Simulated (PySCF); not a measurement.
Computed with PySCF with B3LYP-D3(BJ)/def2-TZVP. Isolated molecules, 0 K electronic values unless said otherwise. One relaxed conformer stands for a flexible species; it need not be the lowest. B3LYP has the VWN-RPA correlation part, as in Gaussian. Delta-SCF ions had no search for a lower state. 

Reference species (SMILES): `B` (neutral, multiplicity 1).

```yaml
LUMO: -2.22 eV
HOMO: -9.75 eV
vertical ionisation energy (Delta-SCF): 13.14 eV
```

After one change: the LUMO goes up by 1.30 eV; the HOMO rises by 2.46 eV; the vertical ionisation energy (Delta-SCF) falls by 3.67 eV.

Task: What was changed between the two runs? The new species is one of these.
(A) `BS`
(B) `SBS` (H–S–B–S torsion 0°, S–B–S–H torsion 0°)
(C) `SB(S)S`

Result: C, `SB(S)S`
